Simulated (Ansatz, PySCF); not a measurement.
C3H7FOSi, SMILES C[SiH2]O/C=C\F. Atoms are numbered in the order given.

```xyz
13

C     -2.7280     0.2190     0.5385
Si    -1.2873    -0.9089     0.1794
O      0.0712     0.0760     0.0274
C      1.3655    -0.3188     0.0088
C      2.3445     0.4091    -0.5361
F      2.1257     1.5838    -1.1387
H     -2.5651     0.7754     1.4747
H     -2.8609     0.9468    -0.2772
H     -3.6589    -0.3628     0.6368
H     -1.0412    -1.8797     1.2894
H     -1.4948    -1.6770    -1.0832
H      1.6239    -1.2717     0.4879
H      3.3916     0.0990    -0.5195
```
Charge 0, spin multiplicity 1.

Geometry optimised at B3LYP-D3(BJ)/def2-SVP. The structure was generated by enumeration; whether it is a known compound was not checked. The values are those of a single conformer.

Two levels are set side by side: PBE-D3(BJ)/def2-SVP (Ansatz, a first-principles code) and B3LYP-D3(BJ)/def2-SVP (Ansatz). Each level has its own optimised geometry; the coordinates shown are those of the second. Frequencies come from the Hessian of PySCF at each geometry. Differences are taken from unrounded values.

| quantity | B3LYP-D3(BJ) | PBE-D3(BJ) | PBE-D3(BJ) minus B3LYP-D3(BJ) |
|---|---|---|---|
| mean bond length (Å) | 1.338 | 1.347 | 0.009 |
| bond C1–Si2 (Å) | 1.865 | 1.869 | 0.005 |
| bond Si2–O3 (Å) | 1.685 | 1.700 | 0.015 |
| bond O3–C4 (Å) | 1.353 | 1.359 | 0.006 |
| bond C4–C5 (Å) | 1.336 | 1.347 | 0.011 |
| bond C5–F6 (Å) | 1.338 | 1.343 | 0.005 |
| bond C1–H7 (Å) | 1.101 | 1.108 | 0.007 |
| bond C1–H8 (Å) | 1.101 | 1.108 | 0.007 |
| bond C1–H9 (Å) | 1.102 | 1.109 | 0.007 |
| bond Si2–H10 (Å) | 1.495 | 1.509 | 0.014 |
| bond Si2–H11 (Å) | 1.492 | 1.506 | 0.014 |
| bond C4–H12 (Å) | 1.097 | 1.106 | 0.009 |
| bond C5–H13 (Å) | 1.092 | 1.101 | 0.009 |
| highest harmonic wavenumber (cm⁻¹) | 3218 | 3141 | -77 |
| mean harmonic wavenumber (cm⁻¹) | 1241 | 1206 | -35 |
| zero-point energy (kcal/mol) | 58.57 | 56.90 | -1.67 |

Exact exchange shortens and stiffens bonds; PBE has none. Differences between two approximate levels are no errors against the true value.
